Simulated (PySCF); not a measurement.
**Ru⁺: ionisation energy**

Ru⁺ [Kr] 4d7 (4F) → Ru²⁺ [Kr] 4d6 (5D), as a difference of total energies. Computed with PySCF 2.14 in def2-QZVPPD with the def2 core potential (28 electrons), with scalar relativity through the core potential. Correlated levels: valence: 4s2 4p6 frozen. The calculations carry no spin-orbit coupling.

| method | ionisation energy (eV) |
| --- | --- |
| UHF | 14.979 |
| MP2 (valence) | 16.424 |
| SCS-MP2 (valence) | 16.601 |
| CCSD (valence) | 16.334 |
| CCSD(T) (valence) | 16.423 |

Task: How much does correlation contribute at CCSD(T) (valence)?

Result: 16.423 − (14.979) = 1.444 eV, measured against UHF.

The reference lies between the lowest fine-structure levels, while these numbers refer to the centres of the terms.

Errors of the correlated levels include the incompleteness of this basis and the frozen core.

For comparison: 16.76 ± 0.06 eV (semi-empirical (NIST evaluation); NIST Atomic Spectra Database, ionization energies).
